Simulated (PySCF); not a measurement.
Members of the series GeXY, Y = H; each row names its spin state. All species are isolated molecules in the gas phase. One relaxed conformer stands for each flexible species; it need not be the lowest. Strings in code marks are SMILES.

The HOMO–LUMO gap from two functionals at the same geometries (PBE0-D3(BJ)/def2-TZVP), both in PySCF: PBE-D3(BJ)/def2-TZVP and PBE0-D3(BJ)/def2-TZVP. 

```tsv
species	PBE-D3(BJ)/def2-TZVP (eV)
X = methyl, multiplicity 1 (`[CH3][GeH]` (lower singlet))	1.95
X = fluoro, multiplicity 1 (`[F][GeH]` (lower singlet))	2.42
X = chloro, multiplicity 1 (`[Cl][GeH]` (lower singlet))	2.20
X = hydroxy, multiplicity 1 (`[OH][GeH]` (lower singlet; H–O–Ge–H torsion 180°))	2.56
X = amino, multiplicity 1 (`[NH2][GeH]` (lower singlet))	3.05
X = cyano, multiplicity 1 (`[C](#N)[GeH]` (lower singlet))	2.07
X = mercapto, multiplicity 1 (`[SH][GeH]` (lower singlet; H–S–Ge–H torsion 180°))	2.63
X = vinyl, multiplicity 1 (`C=[CH][GeH]` (lower singlet; C–C–Ge–H torsion 179°))	1.89
X = formyl, multiplicity 1 (`O=[CH][GeH]` (lower singlet; O–C–Ge–H torsion 92°))	2.98
X = AlH2, multiplicity 1 (`[AlH2][GeH]` (singlet; the order of the spin states depends on the level))	1.16
```

### Question
What does PBE0-D3(BJ)/def2-TZVP give for each?

### Answer

- X = methyl, multiplicity 1 (`[CH3][GeH]` (lower singlet)): 3.84
- X = fluoro, multiplicity 1 (`[F][GeH]` (lower singlet)): 4.40
- X = chloro, multiplicity 1 (`[Cl][GeH]` (lower singlet)): 4.11
- X = hydroxy, multiplicity 1 (`[OH][GeH]` (lower singlet; H–O–Ge–H torsion 180°)): 4.48
- X = amino, multiplicity 1 (`[NH2][GeH]` (lower singlet)): 4.92
- X = cyano, multiplicity 1 (`[C](#N)[GeH]` (lower singlet)): 3.98
- X = mercapto, multiplicity 1 (`[SH][GeH]` (lower singlet; H–S–Ge–H torsion 180°)): 4.44
- X = vinyl, multiplicity 1 (`C=[CH][GeH]` (lower singlet; C–C–Ge–H torsion 179°)): 3.77
- X = formyl, multiplicity 1 (`O=[CH][GeH]` (lower singlet; O–C–Ge–H torsion 92°)): 4.89
- X = AlH2, multiplicity 1 (`[AlH2][GeH]` (singlet; the order of the spin states depends on the level)): 2.94
Over these rows, drawn at random from the members with no instability flagged (it was tested for open shells, ions and some series alone), PBE minus PBE0-D3(BJ): mean -1.89 eV, from -1.98 eV to -1.78 eV.
